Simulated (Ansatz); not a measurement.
`FC(F)CBr` and `FCF` differ in one atom or group.

Ansatz, PBE0-D4/def2-TZVP geometries, multiplicity 1. Each molecule was computed in one conformer, which needn't be the lowest.

Scalar relativity is left out up to krypton. Spin–orbit coupling is left out; it splits and shifts lone-pair levels of the heavy atoms by tenths of an eV.

| property | `FC(F)CBr` |
| --- | --- |
| HOMO–LUMO gap (B3LYP/def2-TZVPP) / eV | 7.48 |
| LUMO energy (ωB97M-V/def2-TZVPP) / eV | 1.72 |
| zero-point energy (PBE0-D4/def2-TZVP) / kJ/mol | 135.4 |
| HOMO–LUMO gap (PBE/def2-TZVPP) / eV | 5.65 |
| HOMO energy (PBE/def2-TZVPP) / eV | -7.05 |
| HOMO–LUMO gap (PBE0/def2-TZVPP) / eV | 8.03 |

What does the change do to each property? (Estimate.)

Ansatz gave: 
| property | `FCF` | shift |
| --- | --- | --- |
| HOMO–LUMO gap (B3LYP/def2-TZVPP) / eV | 11.03 | 3.55 |
| LUMO energy (ωB97M-V/def2-TZVPP) / eV | 3.26 | 1.54 |
| zero-point energy (PBE0-D4/def2-TZVP) / kJ/mol | 86.4 | -49.0 |
| HOMO–LUMO gap (PBE/def2-TZVPP) / eV | 8.97 | 3.32 |
| HOMO energy (PBE/def2-TZVPP) / eV | -8.03 | -0.98 |
| HOMO–LUMO gap (PBE0/def2-TZVPP) / eV | 11.66 | 3.63 |

With PBE0 the HOMO falls by 1.49 eV and the LUMO rises by 2.13 eV, so the gap widens by about 3.62 eV. PBE moves the HOMO by -0.98 eV and ωB97M-V by -1.67 eV. The zero-point energy changes by -49.0 kJ/mol with -9 modes.

B3LYP here is the variant with VWN-RPA as its local correlation; programs differ in this.
